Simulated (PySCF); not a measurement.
2-cyclopentylethanol, C7H14O

Geometry (Å), atoms numbered from 1 in this order:
```xyz
22

O     3.485   -0.530    0.157
C     2.331    0.143   -0.274
C     1.129   -0.727    0.025
C    -0.192   -0.127   -0.427
C    -0.586    1.189    0.278
C    -2.129    1.183    0.378
C    -2.585   -0.082   -0.360
C    -1.405   -1.033   -0.207
H     4.245    0.036   -0.003
H     2.218    1.122    0.234
H     2.363    0.354   -1.364
H     1.100   -0.921    1.111
H     1.287   -1.704   -0.461
H    -0.128    0.072   -1.514
H    -0.207    2.069   -0.263
H    -0.132    1.225    1.283
H    -2.439    1.132    1.434
H    -2.585    2.095   -0.035
H    -3.533   -0.488    0.026
H    -2.741    0.136   -1.430
H    -1.376   -1.444    0.819
H    -1.430   -1.889   -0.899
```

Method: TDDFT CAM-B3LYP/aug-cc-pVDZ excited states, vertical, gas phase in PySCF. Geometry: PBE0-D3(BJ)/def2-SVP.

(1) Give the one- and two-photon strengths of the lowest singlets.

Results:

(1) δ for parallel linear polarisation; σ at the peak of a Lorentzian of half width 0.1 eV, single beam; Ω is circular over linear.
| state | E (eV) | f | photon λ (nm) | δ (au) | σ (GM) | Ω | main |
| --- | --- | --- | --- | --- | --- | --- | --- |
| S1 | 6.44 | 0.001 | 385 | 17.9 | 0.27 | 1.49 | HOMO→LUMO 0.56, HOMO→LUMO+1 0.26 |
| S2 | 7.54 | 0.020 | 329 | 22.1 | 0.46 | 1.18 | HOMO→LUMO+2 0.28, HOMO→LUMO 0.20 |
| S3 | 7.72 | 0.017 | 321 | 4.33 | 0.10 | 1.47 | HOMO→LUMO+2 0.25, HOMO→LUMO+5 0.22 |
| S4 | 7.81 | 0.014 | 318 | 11.6 | 0.26 | 1.44 | HOMO→LUMO+3 0.35, HOMO→LUMO+6 0.12 |
| S5 | 7.86 | 0.002 | 315 | 10.4 | 0.24 | 0.42 | HOMO−1→LUMO 0.49, HOMO−1→LUMO+1 0.19 |
| S6 | 8.00 | 0.004 | 310 | 23.9 | 0.56 | 0.48 | HOMO−2→LUMO 0.56, HOMO−1→LUMO 0.13 |

Among these, the strongest one-photon state is S2, the strongest two-photon state S6, with a dipole change of 6.4 D (relaxed, norm of the difference vector).
